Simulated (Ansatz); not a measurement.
Total energies of Fe(NH2)2 (FeN2H4) from Ansatz at PBE0-D4/def2-TZVPD, gas phase (1 Eh = 27.2114 eV = 2625.5 kJ/mol). The reference geometry is relaxed at PBE0-D4/def2-TZVP.

```
                 state   geometry  energy (Eh)
      charge 0 quintet  reference  -1375.35067
     charge -1 quartet  reference  -1375.36801
free Fe atom (quintet)          –  -1263.43547
 free N atom (quartet)          –    -54.54388
 free H atom (doublet)          –     -0.50104
```

Other spin states of the ions weren't run at this level and may lie lower.

Q: Work out the vertical electron affinity, to the quartet.

A: E(charge 0 quintet) − E(charge -1 quartet) = -1375.35067 − (-1375.36801) = 0.01734 Eh = 0.47 eV.

Q: What is the binding energy per atom against free atoms?

A: Atoms: 1 × (-1263.43547) + 2 × (-54.54388) + 4 × (-0.50104) = -1374.52739 Eh. Binding: -1374.52739 − (-1375.35067) = 0.82328 Eh = 22.40 eV, or 3.20 eV for each of 7 atoms (no zero-point energy, no counterpoise term).

At PBE0-D4/def2-TZVPD the charge -1 quartet is spin-contaminated (final ⟨S²⟩ up to 3.93, 3.75 for a pure state). At PBE0-D4/def2-TZVPD the highest occupied level of the charge -1 quartet lies above zero (up to 1.18 eV). By energy differences its removal costs 0.47 eV (vertical, to the charge 0 quintet, at PBE0-D4/def2-TZVPD); a positive level beside a positive removal energy at the same level points to self-interaction error.
